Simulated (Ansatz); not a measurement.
Total energies of Sn(CF3)4 (SnC4F12) from Ansatz at PBE0-D4/def2-SVP, gas phase (1 Eh = 27.2114 eV = 2625.5 kJ/mol). The reference geometry is relaxed at r2SCAN-D4/def2-SVP.

```csv
state,geometry,energy (Eh)
charge 0 singlet,reference,-1562.50869
charge 1 doublet,reference,-1562.09163
charge 1 doublet,relaxed at r2SCAN-D4/def2-SVP,-1562.13380
free Sn atom (triplet),–,-214.25429
free C atom (triplet),–,-37.76066
free F atom (doublet),–,-99.54906
```

In the def2 sets Sn takes a core potential; there is no spin–orbit coupling.

Question: Work out the vertical ionisation energy to the doublet.

Answer: E(charge 1 doublet) − E(charge 0 singlet) = -1562.09163 − (-1562.50869) = 0.41706 Eh = 11.35 eV. For comparison, −ε of the highest occupied level is 9.51 eV at this level, 1.84 eV less.

Question: How much does the charge 1 doublet relax, and what is the adiabatic ionisation energy?

Answer: Relaxation: -1562.09163 − (-1562.13380) = 0.04217 Eh = 1.15 eV. Adiabatic ionisation energy: 0.37489 Eh = 10.20 eV, without zero-point energy. 

Question: What is the binding energy per atom against free atoms?

Answer: Atoms: 1 × (-214.25429) + 4 × (-37.76066) + 12 × (-99.54906) = -1559.88565 Eh. Binding: -1559.88565 − (-1562.50869) = 2.62304 Eh = 71.38 eV, or 4.20 eV for each of 17 atoms (no zero-point energy, no counterpoise term).
